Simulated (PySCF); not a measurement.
F5Ta (SMILES [F][Ta]([F])([F])([F])[F]), singlet, geometry from GFN2-xTB (such geometries of metal compounds can be far from the true shape) (core potentials on Ta), with bond 6-1 at 2.0 times its length; DF-B3LYP/def2-SVP in PySCF.

Here is a job for PySCF.
```python
from pyscf import gto, scf, dft

mol = gto.Mole()
mol.atom = '''
    Ta   -0.00000000    0.00000000   -0.00000000
    F     1.17728340   -0.70291425    1.15928865
    F    -1.17728340    0.70291425   -1.15928865
    F     0.10068395    1.59598802    0.86545242
    F     1.13545340   -0.36286823   -1.37309692
    F    -2.47227470   -2.46623960    1.01528900
'''
mol.basis = 'def2-svp'
mol.ecp = {'Ta': 'def2-svp'}
mol.verbose = 4
mol.build()

mf = dft.RKS(mol)
mf.xc = 'b3lyp'
mf.init_guess = 'mod_huckel'
mf = mf.density_fit(auxbasis='def2-universal-jkfit')
mf.kernel()
mf.analyze()
```

Problem. Write the output that PySCF gives for this input, abridged.

Solution. 
```
PySCF version 2.14.0

[INPUT] verbose = 4
[INPUT] num. atoms = 6
[INPUT] num. electrons = 58
[INPUT] charge = 0
[INPUT] spin (= nelec alpha-beta = 2S) = 0
[INPUT] symmetry False subgroup None
[INPUT] Mole.unit = angstrom
[INPUT] Symbol           X                Y                Z      unit          X                Y                Z       unit  Magmom
[INPUT]  1 Ta     0.000000000000   0.000000000000   0.000000000000 AA    0.000000000000   0.000000000000   0.000000000000 Bohr   0.0
[INPUT]  2 F      1.177283400000  -0.702914250000   1.159288650000 AA    2.224743196997  -1.328315421554   2.190738047817 Bohr   0.0
[INPUT]  3 F     -1.177283400000   0.702914250000  -1.159288650000 AA   -2.224743196997   1.328315421554  -2.190738047817 Bohr   0.0
[INPUT]  4 F      0.100683950000   1.595988020000   0.865452420000 AA    0.190265090639   3.015980255887   1.635468047642 Bohr   0.0
[INPUT]  5 F      1.135453400000  -0.362868230000  -1.373096920000 AA    2.145695953206  -0.685721574006  -2.594777121284 Bohr   0.0
[INPUT]  6 F     -2.472274700000  -2.466239600000   1.015289000000 AA   -4.671922087691  -4.660517401557   1.918618147284 Bohr   0.0

nuclear repulsion = 285.682848357049
number of shells = 42
number of NR pGTOs = 177
number of NR cGTOs = 102
basis = def2-svp
ecp = {'Ta': 'def2-svp'}

******** <class 'pyscf.df.df_jk.DFRKS'> ********
method = DFRKS
initial guess = mod_huckel
damping factor = 0
level_shift factor = 0
DIIS = <class 'pyscf.scf.diis.CDIIS'>
diis_start_cycle = 1
diis_space = 8
diis_damp = 0
SCF conv_tol = 1e-09
SCF conv_tol_grad = None
SCF max_cycles = 50
direct_scf = False
XC library pyscf.dft.libxc version 7.1.2
    S. Lehtola, C. Steigemann, M. J. T. Oliveira, and M. A. L. Marques,  SoftwareX 7, 1–5 (2018)
XC functionals = b3lyp
    P. J. Stephens, F. J. Devlin, C. F. Chabalowski, and M. J. Frisch,  J. Phys. Chem. 98, 11623 (1994)
radial grids:
    Treutler-Ahlrichs [JCP 102, 346 (1995); DOI:10.1063/1.469408] (M4) radial grids

becke partition: Becke, JCP 88, 2547 (1988); DOI:10.1063/1.454033
pruning grids: <function nwchem_prune>
grids dens level: 3
symmetrized grids: False
atomic radii adjust function: <function treutler_atomic_radii_adjust>
small_rho_cutoff = 0
Set gradient conv threshold to 3.16228e-05
Initial guess from on-the-fly Huckel, doi:10.1021/acs.jctc.8b01089,
employing the updated GWH rule from doi:10.1021/ja00480a005.
Spherically averaged atomic HF for {'Ta', 'F'}

******** <class 'pyscf.scf.atom_hf.AtomSphAverageRHF'> ********
method = AtomSphAverageRHF
initial guess = minao
damping factor = 0
level_shift factor = 0
DIIS = <class 'pyscf.scf.diis.CDIIS'>
diis_start_cycle = 1
diis_space = 8
diis_damp = 0
SCF conv_tol = 1e-09
SCF conv_tol_grad = None
SCF max_cycles = 50
direct_scf = True
direct_scf_tol = 1e-13
atom = Ta
Set gradient conv threshold to 3.16228e-05
Initial guess from minao.
init E= -43.1373877479227
cycle= 1 E= -55.7479367392288  delta_E= -12.6  |g|=    0  |ddm|= 6.92
cycle= 2 E= -55.7810402898448  delta_E= -0.0331  |g|=    0  |ddm|= 1.42
cycle= 3 E= -55.8114204198998  delta_E= -0.0304  |g|=    0  |ddm|= 0.631
cycle= 4 E= -55.8138736601253  delta_E= -0.00245  |g|=    0  |ddm|= 0.174
cycle= 5 E= -55.8138812900218  delta_E= -7.63e-06  |g|=    0  |ddm|= 0.0307
cycle= 6 E= -55.813881562129  delta_E= -2.72e-07  |g|=    0  |ddm|= 0.00608
cycle= 7 E= -55.8138815756204  delta_E= -1.35e-08  |g|=    0  |ddm|= 0.00088
cycle= 8 E= -55.8138815756213  delta_E= -8.67e-13  |g|=    0  |ddm|= 1.03e-05
Extra cycle  E= -55.8138815756212  delta_E= 6.39e-14  |g|=    0  |ddm|= 1.53e-06
Atomic HF for atom  Ta  converged. SCF energy = -55.8138815756212

******** <class 'pyscf.scf.atom_hf.AtomSphAverageRHF'> ********
method = AtomSphAverageRHF
initial guess = minao
damping factor = 0
level_shift factor = 0
DIIS = <class 'pyscf.scf.diis.CDIIS'>
diis_start_cycle = 1
diis_space = 8
diis_damp = 0
SCF conv_tol = 1e-09
SCF conv_tol_grad = None
SCF max_cycles = 50
direct_scf = True
direct_scf_tol = 1e-13
atom = F
Set gradient conv threshold to 3.16228e-05
Initial guess from minao.
init E= -98.9113963755293
cycle= 1 E= -98.9346675575403  delta_E= -0.0233  |g|=    0  |ddm|= 0.0412
cycle= 2 E= -98.9346901743181  delta_E= -2.26e-05  |g|=    0  |ddm|= 0.0116
cycle= 3 E= -98.9346927658266  delta_E= -2.59e-06  |g|=    0  |ddm|= 0.00242
cycle= 4 E= -98.934692951315  delta_E= -1.85e-07  |g|=    0  |ddm|= 0.000958
cycle= 5 E= -98.9346929513237  delta_E= -8.75e-12  |g|=    0  |ddm|= 5.23e-06
Extra cycle  E= -98.9346929513238  delta_E= -8.53e-14  |g|=    0  |ddm|= 3.55e-09
Atomic HF for atom  F  converged. SCF energy = -98.9346929513238

  HOMO = -0.440378436390234  LUMO = -0.0273467140608786  gap/eV = 11.23917
tot grids = 95320
******** <class 'pyscf.df.df.DF'> ********
auxbasis = def2-universal-jkfit
init E= -554.498823135303
  HOMO = -0.357192908235438  LUMO = -0.355666458689296  gap/eV = 0.04154
cycle= 1 E= -535.644027196631  delta_E= 18.9  |g|=  6.3  |ddm|= 7.62
  HOMO = 0.0833915084124186  LUMO = 0.156771549351968  gap/eV = 1.99677
cycle= 2 E= -331.650765525346  delta_E=  204  |g|= 9.74  |ddm|= 22.2

WARN: HOMO -0.359863487376381 == LUMO -0.359185269039684

cycle= 3 E= -523.897502590438  delta_E= -192  |g|= 6.07  |ddm|= 21.7
  HOMO = -0.217084824126768  LUMO = -0.0923371674827536  gap/eV = 3.39456
cycle= 4 E= -553.167836005991  delta_E= -29.3  |g|= 3.55  |ddm|= 6.65
  HOMO = -0.35063625692428  LUMO = -0.0880221526917779  gap/eV = 7.14609
cycle= 5 E= -555.606114897366  delta_E= -2.44  |g|= 1.12  |ddm|= 2.11
  HOMO = -0.353635352459586  LUMO = -0.167531963121633  gap/eV = 5.06413
cycle= 6 E= -555.487092251529  delta_E= 0.119  |g|= 1.54  |ddm|= 0.91
  HOMO = -0.328133607169459  LUMO = -0.228338625846817  gap/eV = 2.71556
cycle= 7 E= -555.810967354701  delta_E= -0.324  |g|= 0.776  |ddm|= 0.628
  HOMO = -0.169910226229393  LUMO = -0.166028116934613  gap/eV = 0.10564
cycle= 8 E= -543.204597481814  delta_E= 12.6  |g|= 3.92  |ddm|= 4.66

WARN: HOMO -0.173604438338517 == LUMO -0.173319590269788

cycle= 9 E= -550.612976755677  delta_E= -7.41  |g|= 4.15  |ddm|= 2.39
  HOMO = -0.175083891632882  LUMO = -0.173604550960205  gap/eV = 0.04025
cycle= 10 E= -553.400346668446  delta_E= -2.79  |g|= 3.27  |ddm|= 1.29
  HOMO = -0.193325228571215  LUMO = -0.186864071621631  gap/eV = 0.17582
cycle= 11 E= -555.401850264125  delta_E=   -2  |g|=  1.3  |ddm|= 1.63
  HOMO = -0.181083284134955  LUMO = -0.170165087805023  gap/eV = 0.29710
cycle= 12 E= -554.776836380789  delta_E= 0.625  |g|= 1.93  |ddm|= 0.74
  HOMO = -0.223439842716498  LUMO = -0.187199275474718  gap/eV = 0.98616
cycle= 13 E= -555.559191277943  delta_E= -0.782  |g|= 1.17  |ddm|=  1.1
  HOMO = -0.198162566364015  LUMO = -0.171879347642008  gap/eV = 0.71520
cycle= 14 E= -555.376160590544  delta_E= 0.183  |g|= 1.33  |ddm|= 0.388
  HOMO = -0.217839441353681  LUMO = -0.177611818876297  gap/eV = 1.09465
cycle= 15 E= -555.656424794027  delta_E= -0.28  |g|= 1.04  |ddm|= 0.544
  HOMO = -0.28565043799892  LUMO = -0.188189292554263  gap/eV = 2.65205
cycle= 16 E= -555.919982740226  delta_E= -0.264  |g|= 0.419  |ddm|= 1.46
  HOMO = -0.257085241474861  LUMO = -0.208819157982251  gap/eV = 1.31339
cycle= 17 E= -555.888574553117  delta_E= 0.0314  |g|= 0.512  |ddm|= 0.955
  HOMO = -0.255294999889835  LUMO = -0.202278195223059  gap/eV = 1.44266
cycle= 18 E= -555.930225737913  delta_E= -0.0417  |g|= 0.33  |ddm|=  0.2
  HOMO = -0.281184667621124  LUMO = -0.203957234716647  gap/eV = 2.10147
cycle= 19 E= -555.956994940098  delta_E= -0.0268  |g|= 0.119  |ddm|= 0.525
  HOMO = -0.274010189471571  LUMO = -0.203271213794682  gap/eV = 1.92491
cycle= 20 E= -555.960276299982  delta_E= -0.00328  |g|= 0.0454  |ddm|= 0.0815
  HOMO = -0.270672676628229  LUMO = -0.203746216409677  gap/eV = 1.82116
cycle= 21 E= -555.96091818228  delta_E= -0.000642  |g|= 0.00435  |ddm|= 0.0607
  HOMO = -0.269899188730507  LUMO = -0.203695294617706  gap/eV = 1.80150
cycle= 22 E= -555.96088604207  delta_E= 3.21e-05  |g|= 0.0109  |ddm|= 0.0136
  HOMO = -0.270413195793169  LUMO = -0.20356068960443  gap/eV = 1.81915
cycle= 23 E= -555.960920210693  delta_E= -3.42e-05  |g|= 0.0023  |ddm|= 0.0109
  HOMO = -0.270552790724802  LUMO = -0.203568749680461  gap/eV = 1.82273
cycle= 24 E= -555.960921698541  delta_E= -1.49e-06  |g|= 0.000588  |ddm|= 0.00229
  HOMO = -0.270583458491803  LUMO = -0.203562560727391  gap/eV = 1.82373
cycle= 25 E= -555.960921803499  delta_E= -1.05e-07  |g|= 8.52e-05  |ddm|= 0.000717
  HOMO = -0.270591506511438  LUMO = -0.20356446782813  gap/eV = 1.82390
cycle= 26 E= -555.960921817147  delta_E= -1.36e-08  |g|= 3.44e-05  |ddm|= 0.000618
  HOMO = -0.270595209054881  LUMO = -0.203562184478834  gap/eV = 1.82406
cycle= 27 E= -555.960921821981  delta_E= -4.83e-09  |g|= 7.95e-05  |ddm|= 0.000762
  HOMO = -0.270590705028388  LUMO = -0.203562887804019  gap/eV = 1.82392
cycle= 28 E= -555.960921823914  delta_E= -1.93e-09  |g|= 1.9e-05  |ddm|= 0.000137
  HOMO = -0.270590356830625  LUMO = -0.203563210781905  gap/eV = 1.82390
cycle= 29 E= -555.960921824004  delta_E= -9e-11  |g|= 5.6e-06  |ddm|= 3.37e-05
  HOMO = -0.270587002876211  LUMO = -0.203563241917934  gap/eV = 1.82381
Extra cycle  E= -555.960921823454  delta_E= 5.49e-10  |g|= 4.48e-05  |ddm|= 5.97e-05
converged SCF energy = -555.960921823454
**** SCF Summaries ****
Total Energy =                        -555.960921823454100
Nuclear Repulsion Energy =             285.682848357049238
One-electron Energy =                -1359.659263261834440
Two-electron Energy =                  518.015493081331101
Two-electron Coulomb Energy =          577.063798164424952
DFT Exchange-Correlation Energy =      -59.048305083093858
HOMO-LUMO gap [eV] =                     1.823809431947897
**** MO energy ****
MO #1   energy= -24.7802589938133  occ= 2
MO #2   energy= -24.7802376475151  occ= 2
MO #3   energy= -24.761057313074   occ= 2
MO #4   energy= -24.7608898642203  occ= 2
MO #5   energy= -24.560191385698   occ= 2
MO #6   energy= -2.92582339345394  occ= 2
MO #7   energy= -1.69172167719649  occ= 2
MO #8   energy= -1.68566404895357  occ= 2
MO #9   energy= -1.66777074423379  occ= 2
MO #10  energy= -1.24562870565703  occ= 2
MO #11  energy= -1.23677604928122  occ= 2
MO #12  energy= -1.21497601894172  occ= 2
MO #13  energy= -1.18298086964939  occ= 2
MO #14  energy= -0.970692665707269 occ= 2
MO #15  energy= -0.599522034615353 occ= 2
MO #16  energy= -0.583677912991084 occ= 2
MO #17  energy= -0.571695932238427 occ= 2
MO #18  energy= -0.565230751847109 occ= 2
MO #19  energy= -0.562562083419463 occ= 2
MO #20  energy= -0.534448131919014 occ= 2
MO #21  energy= -0.516478283697047 occ= 2
MO #22  energy= -0.506024125670422 occ= 2
MO #23  energy= -0.505402441595711 occ= 2
MO #24  energy= -0.501461856536377 occ= 2
MO #25  energy= -0.487498355343812 occ= 2
MO #26  energy= -0.485329244481054 occ= 2
MO #27  energy= -0.276344391290581 occ= 2
MO #28  energy= -0.270845933414745 occ= 2
MO #29  energy= -0.270587002876211 occ= 2
MO #30  energy= -0.203563241917934 occ= 0
MO #31  energy= -0.148986366480732 occ= 0
MO #32  energy= -0.127657399160465 occ= 0
MO #33  energy= -0.125615871499437 occ= 0
MO #34  energy= -0.0712329877626523 occ= 0
MO #35  energy= 0.00257197156845379 occ= 0
MO #36  energy= 0.0311898774217523 occ= 0
MO #37  energy= 0.031473252411655  occ= 0
Dipole moment(X, Y, Z, Debye):  3.73605,  3.72686, -1.53430
```
